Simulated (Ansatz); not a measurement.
`CB[SiH2]N` + CH₃OH → `CBOC` + `N[SiH3]`  (cleavage of the B–Si bond)

Isolated molecules relaxed with PBE0-D4/def2-TZVP in Ansatz; ΔE leaves out vibrations. CCSD(T)/CBS adds triple-zeta CCSD(T) − MP2 to the extrapolated MP2 energy (def2 sets, frozen cores). This one scheme is used for every species. DFT in def2-TZVPP. HSE06 is defined as in plane-wave codes. One conformer a species, not always the lowest.

Problem. Is it downhill or uphill in electronic energy at CCSD(T)/CBS, and by how much? (Best estimate.)

Solution. The calculation gave: Downhill: ΔE = -176.7 kJ/mol.

Problem. What do these levels give: PBE-D4, ωB97M-V, B2PLYP, r2SCANh, HSE06, SCS-MP2/def2-QZVPP? (An estimate is asked.)

Solution. The calculation gave: PBE-D4 -167.8, ωB97M-V -181.6, B2PLYP -185.0, r2SCANh -177.9, HSE06 -170.9, SCS-MP2/def2-QZVPP -184.0 kJ/mol.

Largest T1 diagnostic among the species: 0.012.

Leaving LDA and LC-ωPBE aside and taking each functional with its dispersion term where it has one, the values, not all of them listed here, spread over 21.0 kJ/mol, from CAM-B3LYP-D4 to revPBE-D4. LDA lies −11.5 kJ/mol from PBE without D4. At CCSD(T), def2-SVP lies −24.3 kJ/mol from the extrapolated value and def2-TZVPP −3.3 kJ/mol.
